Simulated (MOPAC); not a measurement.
Input file for MOPAC: PM6 on ReP, 2S+1 = 3, a spin state set in the input, which need not be the lowest, a point of a bond scan (R = 2.178 Å).

```
PM6 1SCF PRECISE CHARGE=0 UHF MS=1 THREADS=1
PRe

Re     0.00000000 1     0.00000000 1     0.00000000 1
P      0.00000000 1     0.00000000 1     2.17842800 1
```

It printed:

```
*******************************************************************************
 **                                                                           **
 **                              MOPAC v23.2.5                                **
 **                                                                           **
 *******************************************************************************
 ** MOPAC's Digital Object Identifier: https://doi.org/10.5281/zenodo.6511958 **
 **                                                                           **
 ** Please cite the open-source release paper for use of this MOPAC version:  **
 ** J. E. Moussa and J. J. P. Stewart (2026)                                  **
 ** MOPAC: An open-source semiempirical molecular orbital program             **
 ** J. Open Source Softw., 11(119), 8025, https://doi.org/10.21105/joss.08025 **
 *******************************************************************************

                              PM6 CALCULATION RESULTS

 *******************************************************************************
 *  PM6        - The PM6 Hamiltonian to be used
 *  UHF        - UNRESTRICTED HARTREE-FOCK CALCULATION
 *
 *
 *
 *                 CHARGE ON SYSTEM = 0
 *
 *
 *
 *  MS=        - IN MECI, MAGNETIC COMPONENT OF SPIN =  1.0
 *  PRECISE    - TIGHTER CRITERIA TO BE USED
 *  1SCF       - DO 1 SCF AND THEN STOP
 *  THREADS=1  - MULTI-THREADING NOT USED
 *  T=         - A TIME OF 172800.0 SECONDS REQUESTED
 *  DUMP=N     - RESTART FILE WRITTEN EVERY 7200.0 SECONDS REQUESTED
 *******************************************************************************
PM6 1SCF PRECISE CHARGE=0 UHF MS=1 THREADS=1
 PRe

   ATOM   CHEMICAL          X               Y               Z
  NUMBER   SYMBOL      (ANGSTROMS)     (ANGSTROMS)     (ANGSTROMS)

     1      Re          0.00000000  *   0.00000000  *   0.00000000  *
     2       P          0.00000000  *   0.00000000  *   2.17842800  *



          CARTESIAN COORDINATES

    NO.       ATOM           X           Y           Z

     1        Re          0.0000      0.0000      0.0000
     2         P          0.0000      0.0000      2.1784

 General Reference for PM6:
 "Optimization of Parameters for Semiempirical Methods V: Modification of NDDO Approximations
 and Application to 70 Elements", J. J. P. Stewart, J. Mol. Mod., 13, 1173-1213 (2007)
 URL: https://link.springer.com/article/10.1007/s00894-007-0233-4

           Empirical Formula: Re P  =     2 atoms



      MOLECULAR POINT GROUP   :   C*v


          UHF CALCULATION, NO. OF ALPHA ELECTRONS =    7
                           NO. OF BETA  ELECTRONS =    5

 -------------------------------------------------------------------------------
 PM6 1SCF PRECISE CHARGE=0 UHF MS=1 THREADS=1
 PRe



     1SCF WAS SPECIFIED, SO BFGS WAS NOT USED
     SCF FIELD WAS ACHIEVED


                              PM6 CALCULATION
                                                       MOPAC v23.2.5 Linux




          FINAL HEAT OF FORMATION =        217.95920 KCAL/MOL =     911.94131 KJ/MOL


          COSMO AREA              =        102.03 SQUARE ANGSTROMS
          COSMO VOLUME            =         91.84 CUBIC ANGSTROMS

          IONIZATION POTENTIAL    =          7.436178 EV
          ALPHA SOMO LUMO (EV)    =         -8.725 -2.204
          BETA  SOMO LUMO (EV)    =         -7.436 -0.850
          NO. OF ALPHA ELECTRONS  =          7
          NO. OF BETA  ELECTRONS  =          5
          MOLECULAR WEIGHT        =        217.1808         POINT GROUP:  C*v

          MOLECULAR DIMENSIONS (Angstroms)

            Atom       Atom       Distance
            P     2   Re     1     2.17843
            P     2   Re     1     0.00000
           Re     1    P     2     0.00000


          SCF CALCULATIONS        =          1





   ATOM   CHEMICAL          X               Y               Z
  NUMBER   SYMBOL      (ANGSTROMS)     (ANGSTROMS)     (ANGSTROMS)

     1      Re          0.00000000  *   0.00000000  *   0.00000000  *
     2       P          0.00000000  *   0.00000000  *   2.17842800  *

                             CARTESIAN COORDINATES

   1   Re        0.000000000     0.000000000     0.000000000
   2    P        0.000000000     0.000000000     2.178428000


           Empirical Formula: Re P  =     2 atoms



      MOLECULAR POINT GROUP   :   C*v


          ALPHA EIGENVALUES
 -17.53661  -9.98777  -9.33057  -9.33057  -9.11183  -8.72467  -8.72467  -2.20392
  -1.99116  -1.99116   1.50547   1.50547   4.21598 135.02983 135.02983 135.79092
 135.79092 135.82208


           BETA EIGENVALUES
 -18.53475 -10.65818  -9.54690  -9.54690  -7.43618  -0.85018  -0.85018  -0.73428
  -0.59330  -0.59330   2.83427   2.83427   4.86602 133.69440 133.69440 134.57439
 134.57439 134.60188


              NET ATOMIC CHARGES AND DIPOLE CONTRIBUTIONS

  ATOM NO.   TYPE          CHARGE      No. of ELECS.   s-Pop       p-Pop       d-Pop
    1         Re          -0.269818        7.2698     1.90021     0.44960     4.92001
    2          P           0.269818        4.7302     1.76461     2.96251     0.00305
 DIPOLE           X         Y         Z       TOTAL
 POINT-CHG.     0.000     0.000     2.823     2.823
 HYBRID         0.000    -0.000    -2.943     2.943
 SUM            0.000    -0.000    -0.119     0.119


          ATOMIC ORBITAL ELECTRON POPULATIONS

     Atom    s        px        py        pz      x^2-y^2     xz        z^2       yz        xy
    1 Re   1.90021   0.07992   0.07992   0.28977   0.99989   0.91908   1.08206   0.91908   0.99989
    2  P   1.76461   0.99992   0.99992   0.96267   0.00011   0.00108   0.00069   0.00108   0.00011


                    (SZ)    =    1.000000
                    (S**2)  =    3.449866


          ATOMIC ORBITAL SPIN POPULATIONS

    Atom   Total    s     px     py     pz   x^2-y^2  xz     z^2    yz     xy
         Atomic
    1 Re  3.9160 -0.040 -0.011 -0.011 -0.009  1.000  0.685  0.619  0.685  1.000
    2  P -1.9160 -0.047 -0.674 -0.674 -0.523  0.000  0.001  0.000  0.001  0.000

 **********************
 *                    *
 * JOB ENDED NORMALLY *
 *                    *
 **********************




 == MOPAC DONE ==
```

The run finished. Its determinant has ⟨S²⟩ = 3.45, a mixture of spin states.

Cost: around 0.04 core-seconds (rough).
